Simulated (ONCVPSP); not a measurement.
## Configuration tests for vanadium (V) (ONCV)

vanadium (V), optimised norm-conserving Vanderbilt (ONCV), made with ONCVPSP 4.0.1 (PBEsol, scalar-relativistic). Core [Ne] 3s2, reference 3p6 3d3 4s1.5 (charge +0.5). Waves: 4s: rc 2.70 bohr, ncon 4, nbas 8, qcut 3.1 1/bohr, 2 projectors, debl 1.8 Ha; 3p: rc 1.40 bohr, ncon 3, nbas 6, qcut 9.5 1/bohr, 2 projectors, debl 2.1 Ha; 3d: rc 1.10 bohr, ncon 4, nbas 9, qcut 9.4 1/bohr, 2 projectors, debl 2.6 Ha. Local part: polynomial inside 1.10 bohr (lpopt 5, dvloc0 6 Ha). Core correction: polynomial model core, fcfact 0.25.

Energies are relative to the spin-unpolarised reference configuration 3p6 3d3 4s1.5; without spin polarisation the order of configurations can differ from experiment.

(1) Give the all-electron excitation energy and the error of the potential for: 3p6 3d3 4s2; 3p6 3d3 4s1; 3p6 3d3 4s0; 3p6 3d1 4s0.

Levels in the configuration 3p6 3d3 4s1:

```tsv
level	all-electron (eV)	pseudo (eV)
3p	-51.564	-51.516
3d	-12.655	-12.625
4s	-10.903	-10.911
```

Note: no bound ghost flagged; GHOST(+) flagged for s at 12.6 eV.

## Answers

(1)

```tsv
valence configuration	charge	ΔE all-electron (eV)	error AE − PS (meV)
3p6 3d3 4s2	0	-3.100	-0.9
3p6 3d3 4s1	+1	4.650	-2.3
3p6 3d3 4s0	+2	18.853	-28
3p6 3d1 4s0	+4	93.534	+169
```
